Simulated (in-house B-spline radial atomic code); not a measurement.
Whole-atom quantities along the 14-electron series, configuration 1s2 2s2 2p6 3s2 3p1/2(2). Breit and QED terms are first order and not part of the total energy; the density at the nucleus is averaged over the nuclear charge. Computed with a radial B-spline atomic code at the basis-set limit: Dirac-Hartree-Fock, jj configuration that fills j = l - 1/2 first, finite nuclei.

```csv
ion,Z,E/Z² (Eh),Σ<r²> (bohr²),n(0)/Z³ (bohr⁻³),Lamb diamagnetic shielding (ppm),repulsion over attraction,Breit energy (eV),self-energy (eV),vacuum polarisation (eV)
Si,14,-1.4768,33.044,0.69138,877.38,0.16162,1.4931,1.037,-0.063989
P+,15,?,?,?,?,?,?,?,?
S2+,16,?,?,?,?,?,?,?,?
Cl3+,17,-1.5854,11.607,0.7274,1119.29,0.14238,2.9421,2.0795,-0.14048
Ar4+,18,-1.6158,9.2465,0.73981,1199.89,0.13637,3.584,2.5489,-0.17703
K5+,19,-1.6437,7.5751,0.75273,1280.6,0.13071,4.3152,3.0884,-0.2203
Ca6+,20,-1.6695,6.3377,0.76579,1361.46,0.12541,5.1417,3.7036,-0.27108
```

**Question.** Fill in the row of P+.

**Answer.** E/Z² (Eh): -1.5162; Σ<r²> (bohr²): 21.07; n(0)/Z³ (bohr⁻³): 0.70331; Lamb diamagnetic shielding (ppm): 958.17; repulsion over attraction: 0.15522; Breit energy (eV): 1.9026; self-energy (eV): 1.3289; vacuum polarisation (eV): -0.08463.

**Question.** Fill in the row of S2+.

**Answer.** E/Z² (Eh): -1.5524; Σ<r²> (bohr²): 15.159; n(0)/Z³ (bohr⁻³): 0.71535; Lamb diamagnetic shielding (ppm): 1038.75; repulsion over attraction: 0.1487; Breit energy (eV): 2.3836; self-energy (eV): 1.6746; vacuum polarisation (eV): -0.10991.

**Question.** With what power of Z does the column «Breit energy (eV)» change over this range?

**Answer.** A fit of the logarithm of its size against log Z from Z = 14 to 20 has slope 3.47.
